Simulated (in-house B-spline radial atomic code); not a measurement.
## RPA and G0W0 on PBEsol: neutral magnesium

Configuration [Ne] 3s2, mean-field start PBEsol. Computed with an all-electron radial atomic-structure program (B-spline basis): all electrons, non-relativistic, point nucleus, each spin shell either full or empty, empty states to l = 9 with an (l + 1/2)⁻⁴ tail; G0W0 by contour deformation at full frequency.

Command:
```bash
python run_gw.py task.json out
```
Settings (radii: box in bohr, nucleus in fm):
```
Z                        12
electrons                12
configuration            [Ne] 3s2
hamiltonian              nr
method                   pbesol
lmax                     9
spin_polarised           False
box_radius               40
intervals                51
ion_configuration        [Ne] 3s1
```

Cost of the run: 2.8 s on 1 thread of Arm Neoverse N1, on a shared host.

Energies (hartree):

```tsv
term	value
mean-field total	-199.51736
Hartree-Fock functional on these orbitals	-199.60440
direct second order	-0.83234
second-order exchange	0.30318
SOSEX correction	0.25992
```

Question: What is the RPA correlation energy, and what remains with SOSEX?

Answer: RPA gives -0.69366 hartree (-1.57 eV per electron); RPA + SOSEX gives -0.43374, and the second-order doubles -0.52916 hartree (no singles). SOSEX takes back 37 % of the RPA value.

Quasi-particle levels (eV):

```tsv
level	occupied	mean field	Σx - vxc	Σc	QP weight	G0W0
3s	yes	-4.673	-2.15	?	?	?
3p	no	-1.313	2.76	-1.14	0.857	0.305
```

G0W0 = mean field + (Σx - vxc) + Σc, with Σc (partial-wave tail included) taken at the quasi-particle energy. Levels of low weight are left out. An empty level above zero is unbound and depends on the box.

Question: Where does G0W0 put 3s?

Answer: At -7.530 eV, with Σc = -0.71 eV and a quasi-particle weight of 0.764. The tabulated removal energy is 7.646 eV (NIST, measured); the calculation leaves out relativity, Breit and QED terms, and what these don't explain is the method's own error.

Question: What does it cost to remove one electron (to [Ne] 3s1) by differences of total energies, each species on its own start (correlation terms add to the Hartree-Fock functional)?

Answer: PBEsol 7.527 eV, Hartree-Fock functional 6.585 eV, + RPA 8.024 eV, + RPA + SOSEX 7.665 eV, + second order 8.302 eV. Tabulated: 7.646 eV (NIST, measured); the calculation leaves out relativity, Breit and QED terms, and what these don't explain is the method's own error.
